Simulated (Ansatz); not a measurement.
TaS2⁺. Charge 1, multiplicity 1. Geometry r2SCAN-D4/def2-TZVP, that of the neutral doublet.

Cartesian coordinates in Å:
```
Ta 0.726 -0.396 -0.182
S 0.340 1.712 -0.406
S -1.066 -1.316 0.588
```

In the def2 sets Ta takes a core potential; there is no spin–orbit coupling. The restricted singlet is unstable towards broken spin symmetry in Hartree–Fock (as tested in another run); at PBE-D4/def2-TZVP, r2SCAN-D4/def2-TZVP, PBE0-D4/def2-TZVP this wasn't settled. The structure comes from a short search, and lower isomers may exist.

(1) Estimate the orbital energies around the gap (eV) in Ansatz with PBE-D4/def2-TZVP, r2SCAN-D4/def2-TZVP, PBE0-D4/def2-TZVP.

Answers

(1) 
```csv
orbital,PBE-D4/def2-TZVP,r2SCAN-D4/def2-TZVP,PBE0-D4/def2-TZVP
HOMO−5,-13.61,-13.87,-14.87
HOMO−4,-13.32,-13.60,-14.56
HOMO−3,-13.13,-13.35,-14.26
HOMO−2,-13.03,-13.27,-14.10
HOMO−1,-12.79,-13.00,-13.81
HOMO,-11.42,-11.62,-12.46
LUMO,-10.83,-10.50,-9.85
LUMO+1,-9.80,-9.68,-9.02
LUMO+2,-9.22,-9.08,-8.54
LUMO+3,-8.74,-8.64,-7.95
LUMO+4,-7.68,-7.53,-7.00
LUMO+5,-6.62,-6.36,-5.90
```
